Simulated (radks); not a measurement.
Species: the ruthenium ion Ru4+. Configuration: [Kr] 4d4.

Calculated with a radial shooting solver on a logarithmic mesh with Libxc functionals: Dirac Kohn-Sham, exchange-only PBE, spin-unpolarised, spherical densities, finite nucleus; open shells fill j = l - 1/2 first; Fermi nuclear charge, rms radius 4.4809 fm.

Energy parts (eV):
| part | energy |
|---|---|
| total | -123150.699 |
| kinetic | 128213.217 |
| electron-nucleus | -295970.330 |
| Hartree | 48140.761 |
| exchange | -3534.346 |

Orbitals (lengths in bohr, moments of r in powers of bohr):
1s1/2: occ. 2; eigenvalue (eV) -21977.57; <r^2> 0.001510; <r> 0.03344; <r^4> 5.909e-06; <1/r> 45.88
2s1/2: occ. 2; eigenvalue (eV) -3203.295; <r^2> 0.02495; <r> 0.1453; <r^4> 0.001074; <1/r> 10.49
2p1/2: occ. 2; eigenvalue (eV) -2963.919; <r^2> 0.01876; <r> 0.1236; <r^4> 0.0007078; <1/r> 10.47
2p3/2: occ. 4; eigenvalue (eV) -2832.978; <r^2> 0.02011; <r> 0.1284; <r^4> 0.0008014; <1/r> 9.921
3s1/2: occ. 2; eigenvalue (eV) -605.7959; <r^2> 0.1856; <r> 0.4024; <r^4> 0.05312; <1/r> 3.625
3p1/2: occ. 2; eigenvalue (eV) -512.9656; <r^2> 0.1822; <r> 0.3956; <r^4> 0.05393; <1/r> 3.527
3p3/2: occ. 4; eigenvalue (eV) -490.7340; <r^2> 0.1919; <r> 0.4063; <r^4> 0.05970; <1/r> 3.394
3d3/2: occ. 4; eigenvalue (eV) -326.4523; <r^2> 0.1747; <r> 0.3819; <r^4> 0.05830; <1/r> 3.217
3d5/2: occ. 6; eigenvalue (eV) -322.1175; <r^2> 0.1778; <r> 0.3854; <r^4> 0.06022; <1/r> 3.183
4s1/2: occ. 2; eigenvalue (eV) -125.4916; <r^2> 1.139; <r> 1.004; <r^4> 1.929; <1/r> 1.371
4p1/2: occ. 2; eigenvalue (eV) -97.3132; <r^2> 1.324; <r> 1.078; <r^4> 2.701; <1/r> 1.259
4p3/2: occ. 4; eigenvalue (eV) -93.7240; <r^2> 1.391; <r> 1.105; <r^4> 2.980; <1/r> 1.221
4d3/2: occ. 4; eigenvalue (eV) -50.7899; <r^2> 2.210; <r> 1.375; <r^4> 8.324; <1/r> 0.9587
4d5/2: occ. 0; eigenvalue (eV) -50.3365; <r^2> 2.244; <r> 1.386; <r^4> 8.581; <1/r> 0.9501

The highest occupied level is 4d3/2 at -50.790 eV. The density falls to 0.001 e/bohr^3 at r = 3.03 bohr. The electron density at the nucleus is 1.101e+05 e/bohr^3.
